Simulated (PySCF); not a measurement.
## Dipole polarisabilities along the 4p block, charge +2

Calculated with PySCF 2.14 for the ground configurations, without spin-orbit coupling: coupled response for Hartree-Fock and DFT. Mean α in bohr³, C₆ of like pairs in atomic units.

```csv
species,α UHF,α PBE,α PBE0,C₆ UHF,C₆ PBE,C₆ PBE0
"Ga²⁺ [Ar] 3d10 4s1 (aug-cc-pVQZ-PP with one added diffuse shell each of s, p, d, f, g type with ECP10MDF, ECP)",12.10,9.360,9.914,36.65,27.29,29.03
"Ge²⁺ [Ar] 3d10 4s2 (aug-cc-pVQZ-PP with one added diffuse shell each of s, p, d, f, g type with ECP10MDF, ECP)",11.96,10.26,10.69,47.28,38.72,40.83
"Se²⁺ [Ar] 3d10 4s2 4p2 (aug-cc-pVQZ-PP with one added diffuse shell each of s, p, d, f, g type with ECP10MDF, ECP)",9.574,9.353,9.353,44.51,43.22,43.23
"Br²⁺ [Ar] 3d10 4s2 4p3 (aug-cc-pVQZ-PP with one added diffuse shell each of s, p, d, f, g type with ECP10MDF, ECP)",8.393,8.347,8.303,40.13,39.97,39.68
"Kr²⁺ [Ar] 3d10 4s2 4p4 (aug-cc-pVQZ-PP with one added diffuse shell each of s, p, d, f, g type with ECP10MDF, ECP)",7.423,7.561,7.481,36.27,37.09,36.60
```

Q: Fill in the row of As²⁺ [Ar] 3d10 4s2 4p1 (aug-cc-pVQZ-PP with one added diffuse shell each of s, p, d, f, g type with ECP10MDF, ECP).

A: α UHF 10.84; α PBE 10.20; α PBE0 10.32; C₆ UHF 47.73; C₆ PBE 44.09; C₆ PBE0 44.77.
